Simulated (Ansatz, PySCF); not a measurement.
Cl3H4NSi2, SMILES N([Si](Cl)(Cl)Cl)[SiH3]. Atoms are numbered in the order given.

```xyz
10

Si    -2.5540     0.0986     0.9770
N     -1.0448     0.8595     0.5048
Si     0.3483     0.1066    -0.1180
Cl     1.1075    -1.2868     1.1789
Cl     1.7554     1.5561    -0.4518
Cl    -0.0347    -0.8794    -1.8732
H     -2.3904    -1.3578     0.7140
H     -3.6929     0.6404     0.1788
H     -2.8366     0.3305     2.4242
H     -0.9670     1.8683     0.6069
```
Charge 0, spin multiplicity 1.

Geometry: PBE0-D3(BJ)/def2-SVP. Other conformers were not sampled.

Vertical ionisation energy (IE) and electron affinity (EA) in eV. Rows of orbital energies are one-electron estimates. Where ΔSCF, EOM or ADC give a negative EA the extra electron is unbound and the value depends on the basis.

```json
[
 {"level": "−ε(HOMO), −ε(LUMO), PBE0/def2-TZVP (PySCF)", "IE": "8.25", "EA": "0.28"},
 {"level": "−ε(HOMO), −ε(LUMO), PBE/def2-TZVP (PySCF)", "IE": "6.86", "EA": "1.21"},
 {"level": "ΔSCF, PBE0/def2-SVPD (Ansatz), final states of multiplicity 2 and 2", "IE": "10.12", "EA": "-0.70"},
 {"level": "ΔSCF, PBE/def2-SVPD (Ansatz), final states of multiplicity 2 and 2", "IE": "9.67", "EA": "-0.43"}
]
```

Problem. What vertical singlet–triplet gap does ΔSCF give with PBE0/def2-SVPD (Ansatz, a quantum-chemistry and plane-wave program) and with PBE/def2-SVPD (Ansatz)? (Estimate from the structure and the level; the computed values follow.)

Solution. 6.18 and 5.63 eV (triplet above singlet where positive).
